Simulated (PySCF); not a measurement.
GeCl2I2, SMILES [I][Ge]([Cl])([Cl])[I]. Atoms are numbered in the order given.

```xyz
5

Cl     0.0000     1.7445     1.9011
Ge     0.0000     0.0000     0.6202
Cl     0.0000    -1.7445     1.9011
I     -2.0842     0.0000    -0.7970
I      2.0842     0.0000    -0.7970
```

Geometry: PBE-D3(BJ)/def2-SVP. The def2 effective core potentials stand for the cores of I; spin–orbit coupling is left out.

Calculation: PySCF with M06-2X/def2-TZVP.

ESP charges are fitted to the potential on shells at 1.4 to 2.0 van der Waals radii. Atomic charges (e):

```json
[
 {"atom": "Cl1", "Mulliken": "-0.24", "ESP fit": "0.01"},
 {"atom": "Ge2", "Mulliken": "0.80", "ESP fit": "-0.19"},
 {"atom": "Cl3", "Mulliken": "-0.24", "ESP fit": "0.01"},
 {"atom": "I4", "Mulliken": "-0.16", "ESP fit": "0.09"},
 {"atom": "I5", "Mulliken": "-0.16", "ESP fit": "0.09"}
]
```
